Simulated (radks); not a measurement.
Results of a calculation; reference values are marked as such.
Se10+, configuration [Ar] 3d6. Level of theory: scalar-relativistic Kohn-Sham, r2SCAN, spin-polarised, spherical densities, finite nucleus; open shells are filled with parallel spins first; meta-GGA in the generalised Kohn-Sham scheme; Fermi nuclear charge, rms radius 4.14 fm (a radial shooting solver on a logarithmic mesh with Libxc functionals).

Radial electron density D(r) = 4 pi r^2 rho(r):

r (bohr)  D(r) (e/bohr)   spin D(r)
0.001475         0.8209  -0.0000369
0.00165           1.008  -0.0000453
0.001845          1.236  -0.0000555
0.002081          1.534  -0.0000689
0.002327          1.874  -0.0000841
0.002603          2.285   -0.000103
0.002911          2.780   -0.000125
0.003283          3.420   -0.000153
0.003672          4.138   -0.000185
0.004107          4.991   -0.000223
0.004593          5.999   -0.000268
0.005138          7.181   -0.000321
0.005793          8.667   -0.000387
0.006479          10.28   -0.000458
0.007247          12.12   -0.000539
0.008106          14.20   -0.000631
0.00914           16.71   -0.000740
0.01022           19.29   -0.000853
0.01143           22.08   -0.000974
0.01279           25.03    -0.00110
0.01431           28.08    -0.00123
0.01613           31.34    -0.00137
0.01804           34.26    -0.00148
0.02018           36.93    -0.00158
0.02257           39.17    -0.00165
0.02545           40.96    -0.00165
0.02846           41.91    -0.00155
0.03184           42.10    -0.00128
0.03561           41.52   -0.000707
0.03983           40.29    0.000399
0.04491           38.49     0.00265
0.05023           36.72     0.00654
0.05618           35.26      0.0135
0.06284           34.54      0.0255
0.07085           34.97      0.0479
0.07925           36.65      0.0832
0.08864           39.44       0.141
0.09915           42.91       0.232
0.1109            46.34       0.370
0.125             49.00       0.592
0.1399            49.68       0.890
0.1564            48.12        1.30
0.175             44.36        1.84
0.1973            38.59        2.58
0.2207            32.75        3.42
0.2468            27.79        4.37
0.2761            24.76        5.37
0.3088            24.07        6.33
0.3482            25.49        7.20
0.3894            27.66        7.70
0.4356            29.22        7.78
0.4872            29.07        7.41
0.5493            26.52        6.55
0.6144            22.26        5.44
0.6872            17.02        4.19
0.7686            11.80        2.98
0.8597            7.367        1.95
0.9694            3.931        1.11
1.084             1.932       0.584
1.213            0.8356       0.274
1.356            0.3147       0.112
1.529           0.09359      0.0364
1.711           0.02546      0.0107
1.913          0.005781     0.00258

D(r) has 3 maxima, at r = 0.0308, 0.138, 0.457 bohr, and minima at 0.0644, 0.301 bohr, inside which lie 2.07, 10.92 electrons.
